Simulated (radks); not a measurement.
Task: Coulomb parameter of the 4f shell of the holmium ion Ho2+ in the model configuration [Xe] 4f10 6p1, as a second difference U = [E(n + 0.5) + E(n - 0.5) - 2 E(n)] / (0.5)^2 with all orbitals relaxed. "Bare": the charge of the atom changes with n. "Screened": the 6p shell takes up the change at fixed total charge, which measures U(4f,4f) + U(6p,6p) - 2 U(4f,6p). Method: Dirac Kohn-Sham, PBEsol, spin-unpolarised, spherical densities, point nucleus; open shells are shared between the two j in proportion to 2j + 1; computed with a radial shooting solver on a logarithmic mesh with Libxc functionals. Estimate both.

Result: U(bare) = 18.058 eV, U(screened by 6p) = 8.771 eV.
